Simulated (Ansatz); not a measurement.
Q: Name a neutral molecule of C, N, O, Si and H with HOMO–LUMO gap (B3LYP/def2-TZVPP) between 7.00 and 7.30 eV and HOMO–LUMO gap (PBE/def2-TZVPP) between 5.25 and 5.55 eV (Ansatz, PBE0-D4/def2-TZVP geometry).

A: `NC[SiH](O)O` (7.26 eV, 5.49 eV); `O[SiH]1CN1` (7.00 eV, 5.35 eV); `OCN[SiH3]` (7.12 eV, 5.36 eV); `NC[SiH2]O` (7.20 eV, 5.41 eV); `CN[SiH2]O` (7.05 eV, 5.37 eV); `COC(N)[SiH3]` (7.10 eV, 5.42 eV). Other molecules can fit too; these were computed, each in one conformer that needn't be the lowest.

B3LYP here is the variant with VWN-RPA as its local correlation; programs differ in this.
